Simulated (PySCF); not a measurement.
BH3N, SMILES B=[NH2+], charge +1. Geometry optimised at PBE0-D3(BJ)/def2-TZVP. The isomer is the one that the SMILES or the coordinates give; other isomers of the formula were not compared.

TDDFT-LC-ωPBE/def2-TZVPD in PySCF 2.14.0 puts the lowest singlet excitations at 5.98, 9.27, 9.40, 10.38, 11.21, 12.26 eV.

Q: What are the lowest excitation roots from ADC(2)/aug-cc-pVDZ (PySCF)? (Estimate from the structure and the level; the computed values follow.)

A: 5.92, 9.14, 9.74, 9.96, 11.68, 11.81 eV. S1 differs by -0.07 eV (second minus first; roots are paired by order, and the bases may differ).
